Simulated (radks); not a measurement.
The numbers below are computed, except where a source is named.
Task: Radial electron density D(r) = 4 pi r^2 rho(r) of an atom or ion with 31.5 electrons. Code: a radial shooting solver on a logarithmic mesh with Libxc functionals. Model: scalar-relativistic Kohn-Sham, PBEsol, spin-polarised, spherical densities, finite nucleus; Fermi nuclear charge, rms radius of each element as measured or else 0.836 A^(1/3) + 0.57 fm.

r (bohr),D(r) (e/bohr),spin D(r)
0.003256,3.365,0.00147
0.004274,5.319,0.00232
0.005566,8.124,0.00352
0.007247,12.09,0.00519
0.009437,17.38,0.00734
0.01229,23.90,0.00980
0.016,31.05,0.0121
0.02083,37.52,0.0133
0.02735,41.55,0.0121
0.03561,41.41,0.00785
0.04637,37.86,0.00224
0.06038,34.52,0.000480
0.07862,36.21,0.00921
0.1024,43.57,0.0273
0.1333,49.47,0.0370
0.175,44.88,0.0175
0.2278,32.68,-0.00813
0.2967,26.32,0.0165
0.3863,30.31,0.0759
0.503,32.52,0.0631
0.655,24.38,-0.00483
0.8529,12.55,0.0627
1.119,5.321,0.295
1.458,3.176,0.416
1.898,2.242,0.290
2.472,1.105,0.0965
3.218,0.2986,0.0118
4.191,0.03872,-0.000240
5.457,0.001951,-0.0000932

What is the nuclear charge?

Result: Z = 34. The innermost maximum, from 1s, lies near gamma/Z bohr with gamma = sqrt(1 - (Z/c)^2) = 0.969, here 0.0285 bohr (found: 0.0308), and its height grows with Z. The density is that of the selenium ion Se2.5+ in [Ar] 3d10 4p(up 1.5, down 1.5) 4s(up 0.5, down 0); the configuration itself is not fixed sharply by these data, and Z only to about a unit. D(r) has 3 maxima, at r = 0.0308, 0.139, 0.472 bohr, and minima at 0.0644, 0.299 bohr, inside which lie 2.07, 11.04 electrons.
